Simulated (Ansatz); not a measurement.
The cluster Os₄. Charge 0, multiplicity 1. Geometry r2SCAN-D4/def2-SVP, basis def2-TZVP, Ansatz.

Cartesian coordinates in Å:
```
Os -0.791 0.216 0.958
Os 1.493 -0.002 1.181
Os 0.650 -0.642 -0.869
Os -1.352 0.428 -1.270
```

```csv
run,HOMO (eV),LUMO (eV)
A,-4.26,-3.94
B,-4.76,-3.08
C,-4.23,-4.09
D,-6.54,-1.18
E,-5.68,-2.07
```

In the def2 sets Os takes a core potential; there is no spin–orbit coupling. No other spin state of charge 0 was run. Another isomer (triplet) lies 1.57 eV lower at PBE0-D4/def2-TZVP; other spin states weren't run for this one.

The runs used CAM-B3LYP, PBE, PBE0, r2SCAN, ωB97M-V. Estimate which is which.

A r2SCAN (0 % exact exchange); B PBE0 (25 % exact exchange); C PBE (0 % exact exchange); D ωB97M-V (range-separated); E CAM-B3LYP (range-separated). Exact exchange lowers occupied and raises empty levels; among semilocal functionals meta-GGAs tend to open the gap a little, and such runs are hard to tell apart. The gap grows from 0.13 eV (PBE) to 5.36 eV (ωB97M-V). The restricted singlet is unstable towards broken spin symmetry in Hartree–Fock (as tested in another run); at r2SCAN-D4/def2-TZVP, PBE0-D4/def2-TZVP, PBE-D4/def2-TZVP, ωB97M-V/def2-TZVP and others this wasn't settled.
